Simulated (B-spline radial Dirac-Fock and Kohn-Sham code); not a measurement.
# X-ray form factors of samarium in several charge states

Level of theory: Dirac-Fock orbitals of the configuration average with a finite nucleus; an atomic code on a B-spline grid.

Configurations: Sm⁴³⁺ [Ar] 3d1; Sm⁴⁴⁺ [Ne] 3s2 3p6; Sm⁴⁶⁺ [Ne] 3s2 3p4; Sm⁴⁸⁺ [Ne] 3s2 3p2; Sm⁴⁹⁺ [Ne] 3s2 3p1; Sm⁵⁰⁺ [Ne] 3s2. The first column is f₀ of Sm⁴³⁺, the others are differences from it.

| s (Å⁻¹) | Sm⁴³⁺ | Δ Sm⁴⁴⁺ | Δ Sm⁴⁶⁺ | Δ Sm⁴⁸⁺ | Δ Sm⁴⁹⁺ | Δ Sm⁵⁰⁺ |
| --- | --- | --- | --- | --- | --- | --- |
| 0 | 19.000 | -1.000 | -3.000 | -5.000 | -6.000 | -7.000 |
| 0.1 | 18.954 | -0.996 | -2.986 | -4.977 | -5.973 | -6.968 |
| 0.2 | 18.818 | -0.984 | -2.946 | -4.909 | -5.892 | -6.874 |
| 0.3 | 18.594 | -0.964 | -2.879 | -4.798 | -5.759 | -6.720 |
| 0.4 | 18.287 | -0.937 | -2.788 | -4.646 | -5.577 | -6.510 |
| 0.5 | 17.905 | -0.903 | -2.675 | -4.457 | -5.352 | -6.249 |
| 0.7 | 16.944 | -0.819 | -2.395 | -3.988 | -4.791 | -5.597 |
| 0.9 | 15.787 | -0.719 | -2.063 | -3.432 | -4.126 | -4.825 |
| 1.1 | 14.518 | -0.611 | -1.708 | -2.837 | -3.412 | -3.995 |
| 1.4 | 12.577 | -0.451 | -1.188 | -1.962 | -2.362 | -2.771 |

Values without a named source are computed, but for edge energies of neutral atoms, which are taken from tables.
